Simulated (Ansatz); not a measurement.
The same ligand exchange along the group B, Al, Ga, In.

Program: Ansatz. Geometries: PBE0-D4/def2-TZVP. ΔE: electronic, gas phase. CCSD(T)/CBS adds triple-zeta CCSD(T) − MP2 to the extrapolated MP2 energy (def2 sets, frozen cores). Functionals use def2-TZVPP. Elements past krypton have def2 core potentials. For Br, Ga, I, In outer-core shells are correlated without core-valence functions, which leaves a few kJ/mol of doubt a bond. Scalar relativity is left out up to krypton.

| reaction | revPBE-D4 (kcal/mol) |
| --- | --- |
| `ClB(Cl)I` + HBr → `ClB(Cl)Br` + HI | -3.0 |
| `[Cl][Al]([Cl])[I]` + HBr → `[Cl][Al]([Cl])[Br]` + HI | -1.7 |
| `[Cl][Ga]([Cl])[I]` + HBr → `[Cl][Ga]([Cl])[Br]` + HI | 1.6 |
| `[Cl][In]([Cl])[I]` + HBr → `[Cl][In]([Cl])[Br]` + HI | 3.4 |

Q: Give the CCSD(T)/CBS values in the same order. (An estimate is asked.)

A: The calculation gave: -3.0, -1.7, 1.7, 4.2 kcal/mol.

Largest T1 diagnostic: 0.011, for `[Cl][In]([Cl])[I]`.
